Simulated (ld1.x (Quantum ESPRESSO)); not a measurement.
# What one change does to a pseudopotential (tin (Sn), TM)

ld1.x (Quantum ESPRESSO) 7.5 input, shortened:

```
&input
   title='Sn', zed=50., rel=1, dft='PZ', iswitch=3,
   config='[Kr] 4d10 5s2 5p2'
 /
 &inputp
   pseudotype=2, tm=.true., lloc=-2, rcloc=1.25,
   nlcc=.true.
 /
3
5S  1  0   2.00   0.00  1.50  1.50  0.0
5P  2  1   2.00   0.00  1.85  1.85  0.0
4D  3  2  10.00   0.00  1.60  1.60  0.0
 &test
   configts(1)='4d10 5s2 5p2'
 /
```

All-electron outer shells of the reference configuration (LDA (PZ), scalar-relativistic, ld1.x):

```json
{"shell": "4s", "level (eV)": "-133.65", "outermost node (bohr)": "0.40", "outermost maximum (bohr)": "0.74"}
{"shell": "4p", "level (eV)": "-89.56", "outermost node (bohr)": "0.41", "outermost maximum (bohr)": "0.79"}
{"shell": "4d", "level (eV)": "-25.90", "outermost node (bohr)": "0.39", "outermost maximum (bohr)": "0.88"}
{"shell": "5s", "level (eV)": "-10.81", "outermost node (bohr)": "0.98", "outermost maximum (bohr)": "2.01"}
{"shell": "5p", "level (eV)": "-3.87", "outermost node (bohr)": "1.09", "outermost maximum (bohr)": "2.55"}
```

Change: wave 4d (bound): rc 1.60 bohr becomes 4d (bound): rc 1.06 bohr.

Cutoffs: the cutoffs (Ry, on a coarse ladder) from which the occupation-weighted sum of valence levels, in a spherical-Bessel basis at the reference potential, stays within 10 and 1 mRy of its value at 400 Ry; they do not see the model core or the augmentation charge, which bear on the density cutoff. Errors are all-electron minus pseudo energies relative to the spin-unpolarised reference configuration.

**Question.** What does the change do?

**Answer.** The potential gets harder (90 Ry and 160 Ry → 100 Ry and 180 Ry); both files keep a bound ghost (s); the errors of the 9 common tests hardly move. A smaller radius makes the pseudo-wave follow the all-electron one further in, where it bends more sharply, so more plane waves are needed.

| quantity | base | changed |
| --- | --- | --- |
| cutoff, loose | 90 Ry | 100 Ry |
| cutoff, tight | 160 Ry | 180 Ry |
| loose cutoff by channel (10 mRy a level) | s 35 Ry, p 10 Ry, d 70 Ry | s 35 Ry, p 10 Ry, d 80 Ry |
| bound ghosts | s | s |
| error for 4d10 5s2 5p1, meV [ΔE 7.10 eV] | +1.6 | +1.6 |
| error for 4d10 5s2 5p0, meV [ΔE 21.36 eV] | -14 | -14 |
| error for 4d10 5s1 5p0, meV [ΔE 52.81 eV] | -36 | -36 |
| error for 4d9 5s2 5p2, meV [ΔE 32.77 eV] | +229 | +219 |
| error for 4d10 5s1 5p3, meV [ΔE 7.07 eV] | +2.5 | +2.6 |
| error for 4d10 5s0 5p4, meV [ΔE 14.40 eV] | +21 | +22 |
| error for 4d10 5s0 5p0, meV [ΔE 94.37 eV] | -50 | -51 |
| error for 4d10 5s2 5p2 (spin-polarised), meV [ΔE -0.47 eV] | +0.9 | +0.9 |
| error for 4d10 5s2 5p1 (spin-polarised), meV [ΔE 6.95 eV] | -0.1 | -0.1 |
| s: phases at 2.00 bohr within 0.05 rad from the reference energy up to (Ry; the scan ends near 5) | to the end of the scan | to the end of the scan |
| p: phases at 2.00 bohr within 0.05 rad from the reference energy up to (Ry; the scan ends near 5) | 0.1 | 0.1 |
| d: phases at 2.00 bohr within 0.05 rad from the reference energy up to (Ry; the scan ends near 5) | 2.7 | 3.2 |

 A true bound ghost makes a file unfit for plane-wave use even where its test errors are small: the radial tests pick states by their node count and pass the ghost by.
